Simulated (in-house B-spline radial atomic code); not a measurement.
Ca. Computed with a B-spline radial atomic code. Model: non-relativistic spherical atom: semilocal Troullier-Martins pseudo-atom, one channel per l, against all electrons, high spin, G0W0 and RPA with empty states to l = 8, local potential for every l without a channel, a model core (radius 0 = none) keeps its share of the functional.

What the tables leave out is listed at the end.

The pseudopotential gives back the lowest level of each angular momentum of its own functional in the configuration it was made in; a second state of the same l is only approximately right. Exact exchange, RPA and GW see the smooth pseudo-orbitals and miss the exchange with the core, for which the functional's share stands in. The column with an uncorrelated core keeps all orbitals and exact exchange, and so separates missing core correlation from pseudisation. Only the three outermost levels and the lowest empty one were computed. RPA here is direct RPA, with no exchange kernel, and its energies carry an (l + 1/2)⁻⁴ tail. A hybrid on a potential with a model core restores only its own semilocal share of the core's exchange.

Command:
```bash
python run_psgw.py task.json out
```
Settings (lengths in bohr, energies in hartree):
```
Z                      20
electrons              20
configuration          [Ar] 4s2
generated_in           [Ar] 4s2
functional             lda,vwn
core_shells            3
radius_factor          1.15
core_correction        True
ion_configuration      [Ar] 4s1
```

Cost of the run: 53 s on 1 thread of Arm Neoverse N1, on a shared host.

Given: made with LDA VWN5; model core radius 0.621 bohr; local radius 1.399 bohr; mean-field start LDA VWN5.

Valence shells of the generating configuration: 3s, 3p, 4s.

Channel: s 1.159, p 1.206, d 2.76 (radii in bohr).

Computed: largest level miss in the spin-unpolarised generating configuration 0.029 eV; valence RPA correlation energy all-electron orbitals -0.55856 hartree; all-electron RPA polarisability, core included 106.69 bohr³; pseudo-atom RPA polarisability 105.22 bohr³; ionisation by mean-field all-electron 6.2109 eV; ionisation by RPA all-electron 6.4839 eV; ionisation by RPA pseudo minus all 0.032 eV.

```tsv
level	occupied	mean-field all-electron (eV)	mean-field pseudo minus all (eV)	G0W0 all-electron (eV)	G0W0 uncorrelated core minus all (eV)	G0W0 pseudo minus all (eV)	exchange self-energy all-electron (eV)	exchange self-energy pseudo (eV)
4s	1	-3.848	-0.029	-6.1207	0.009	-0.043	-7.3426	-7.0416
```

Question: What is the valence RPA correlation energy pseudo?

Answer: -0.57242 hartree.

Question: What is the ionisation by mean-field pseudo minus all?

Answer: 0.041 eV.

Given: mean-field start PBE0.

Computed: valence RPA correlation energy all-electron orbitals -0.51111 hartree; all-electron RPA polarisability, core included 95.336 bohr³; pseudo-atom RPA polarisability 95.15 bohr³; ionisation by mean-field all-electron 5.9937 eV; ionisation by RPA all-electron 6.3208 eV; ionisation by RPA pseudo minus all 0.018 eV.

```csv
level,occupied,mean-field all-electron (eV),mean-field pseudo minus all (eV),G0W0 all-electron (eV),G0W0 uncorrelated core minus all (eV),G0W0 pseudo minus all (eV),exchange self-energy all-electron (eV),exchange self-energy pseudo (eV)
4s,1,-4.3174,-0.016,-6.2082,0.009,-0.019,-7.0913,-6.8078
4p (empty),0,-0.98514,-0.014,-0.14619,0.005,-0.014,-1.4317,-1.3142
```

Question: What is the ionisation by mean-field pseudo minus all?

Answer: 0.017 eV.

Question: What is the valence RPA correlation energy pseudo?

Answer: -0.52624 hartree.

Among the listed levels the largest G0W0 shift of the pseudo-atom is -0.04 eV, for 4s on the LDA VWN5 start, while leaving the core uncorrelated moves that level by +0.01 eV. The rest, -0.05 eV, comes from pseudisation and the lost core exchange. Not in the tables (levels of low weight, unsolved or above zero; the highest and the empty levels are kept at any weight): on LDA the G0W0 levels 3p (pseudo minus all -0.88 eV, weights 0.08 and 0.06), 3s (pseudo minus all +0.01 eV, weights 0.22 and 0.22), 3d (pseudo minus all -0.06 eV, weights 0.39 and 0.39); on PBE0 the G0W0 levels 3p (pseudo minus all -0.04 eV, weights 0.51 and 0.52), 3s (pseudo minus all +0.31 eV, weights 0.30 and 0.48); no Hartree-Fock pseudo-atom is run with a model core.
